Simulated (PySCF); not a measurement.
**Dipole response of Ti⁺ (titanium, charge +1)**

[Ar] 3d2 4s1, high-spin 4F determinant. Calculation: PySCF 2.14, in ANO-RCC-VTZP; the spin-free X2C one-electron Hamiltonian (Gaussian nucleus). Coupled (time-dependent) response in atomic units; α is the mean over directions. The basis has no added diffuse functions, which lowers α and C₆.

| method | mean α (bohr³) | C₆ (like pair) | S(−4) |
| --- | --- | --- | --- |
| HSE06 | 46.66 | 290.4 | 1856 |

S(−4) is the Cauchy moment in α(ω) = α(0) + S(−4) ω² + …

α(iu) at HSE06:

```csv
u (hartree),α(iu) (bohr³)
0,46.66
0.0500,42.49
0.100,33.78
0.200,19.58
0.300,12.45
0.500,6.828
0.750,4.362
1.00,3.194
1.50,1.995
2.00,1.369
3.00,0.7506
5.00,0.3210
```

A single London oscillator, α(iu) = α/(1 + u²/ω²), gives C₆ = (3/4) ω α². Matching the computed C₆ needs ω = 4 × 290.4 / (3 × 46.66²) = 0.178 hartree.

For an ion, C₆ is the dispersion term alone; charge-induced terms of lower order in 1/R come first.
